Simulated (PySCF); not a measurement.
O₃Ta, SMILES [O]=[Ta]1[O][O]1 (connectivity only; charge and spin as stated), neutral, multiplicity 2.

The structure is a stationary point at r2SCAN-D4/def2-TZVP. The multiplicity is an assumed one; other spin states were not compared. The def2 effective core potentials stand for the cores of Ta; spin–orbit coupling is left out.

Two levels are set side by side: PBE/def2-TZVPD (PySCF) and B3LYP/def2-TZVPD (PySCF). Same geometry, gas phase. Differences are taken from unrounded values.

```csv
quantity,B3LYP
α-spin orbital gap (eV),2.40
β-spin orbital gap (eV),3.83
dipole moment (D),4.55
mean polarisability (bohr³),72.3
```

Problem. What does PBE give, and how far is it from B3LYP? (Estimate from the structure and the level; the computed values follow.)

Solution. 
```csv
quantity,PBE,PBE minus B3LYP
α-spin orbital gap (eV),1.00,-1.40
β-spin orbital gap (eV),2.23,-1.61
dipole moment (D),4.20,-0.34
mean polarisability (bohr³),74.2,1.9
```

Rough cost on one machine, each run with all the roots and properties that it gave: B3LYP against PBE within a factor of 2.
